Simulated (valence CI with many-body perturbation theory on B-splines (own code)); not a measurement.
Questions on Hf38+

Level of theory: configuration interaction combined with many-body perturbation theory (CI+MBPT): six valence electrons over a frozen Dirac-Fock core [Ar] 3d10, a basis of 9 s, 9 p, 8 d, 6 f, 3 g, 1 h functions for each j, with the one-electron correlation potential Σ1 (screened to all orders), the two-electron term Σ2, the three-electron term Σ3, Breit, model QED; selected single and double excitations, second order for the rest, scaled by the run's own slope (own B-spline code, finite nucleus).

The last digits are not significant, and no measured levels were compared; by estimate large intervals hold to a few tenths of a per cent, small ones and those within an open d or f shell to about a per cent. Among the levels kept, up to 630 cm⁻¹ of a level comes from second order outside the variational space, and about a tenth of that is noise between levels of different J, which matters for small intervals.

Levels are named by their leading jj configuration (3d3/2^4 stands for four electrons in 3d with j = 3/2), which in mixed levels can hold well under half, so a name can repeat and another be missing.

Rates and lifetimes use the calculated energies. Strong lines usually hold to 10 to 20 %, long lifetimes can be off by a factor of two.

Problem. What is the ground level?

Solution. (4s^2 4p1/2^2 4p3/2^2) J=2, composition 69 % 4s²4p⁴ ³P + 30 % 4s²4p⁴ ¹D, g = 1.347.

Problem. What is the ionisation energy?

Solution. 1777.5 eV; NIST lists 1776 ± 4 eV (theoretical).

Problem. How well does LS coupling describe the low levels?

Solution. Among the lowest 20 levels the leading LS term, summed over configurations, holds 51 % on average. For single configurations the figures are 48 % in LS and 90 % in jj coupling. Terms mix most in the J = 3 level at 1207500 cm⁻¹, where the leading one holds 28 %.

Problem. Name the longest-lived excited levels whose lifetime is computed, and their main decay.

Solution. (4s^2 4p1/2^2 4p3/2^2) J=0 at 67936 cm⁻¹ lives 192 ms, mostly by E2 to (4s^2 4p1/2^2 4p3/2^2) J=2; (4s^2 4p1/2^2 4p3/2 4d5/2) J=4 at 1330400 cm⁻¹ lives 34.6 μs, mostly by M1 to (4s^2 4p1/2^2 4p3/2 4d3/2) J=3; (4s^2 4p1/2 4p3/2^2 4d3/2) J=4 at 1846700 cm⁻¹ lives 1.18 μs, mostly by M1 to (4s^2 4p1/2^2 4p3/2 4d3/2) J=3.

Problem. What are the static dipole polarisabilities of the lowest levels?

Solution. (4s^2 4p1/2^2 4p3/2^2) J=2 0.0461 (tensor 0.00033); (4s^2 4p1/2^2 4p3/2^2) J=0 0.0461 bohr³, of which the core gives 0.00241.
